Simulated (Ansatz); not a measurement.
Reaction (formal exchange of groups at the Si–N bond): `B[SiH2]N[SiH2]F` + `BO` → `B[SiH2]BO` + `N[SiH2]F`

Calculated with Ansatz (gas phase, PBE0-D4/def2-TZVP geometries, no zero-point term in ΔE). CCSD(T)/CBS adds triple-zeta CCSD(T) − MP2 to the extrapolated MP2 energy (def2 sets, frozen cores). This one scheme is used for every species. One conformer a species, not always the lowest.

```json
{"species": "`B[SiH2]N[SiH2]F`", "CCSD/def2-SVP energy (Eh)": "-760.95563"}
{"species": "`BO`", "CCSD/def2-SVP energy (Eh)": "-101.54981"}
{"species": "`B[SiH2]BO`", "CCSD/def2-SVP energy (Eh)": "-416.97011"}
{"species": "`N[SiH2]F`", "CCSD/def2-SVP energy (Eh)": "-445.50953"}
```

Q: Work out ΔE.

A: ΔE = (-416.97011) + (-445.50953) − (-760.95563) − (-101.54981) = 0.02580 Eh = +0.70 eV. CCSD(T)/CBS gives +0.64 eV.

Largest T1 diagnostic among the species: 0.016.

From BLYP to BHLYP (50 % exact exchange), in def2-TZVPP and without D4, ΔE moves by +0.20 eV. Leaving LDA and LC-ωPBE aside and taking each functional with its dispersion term where it has one, the values, not all of them listed here, spread over 0.26 eV, from PBE-D4 to BHLYP-D4. LDA lies +0.18 eV from PBE without D4. At CCSD(T), def2-SVP lies +0.07 eV from the extrapolated value and def2-TZVPP +0.00 eV.
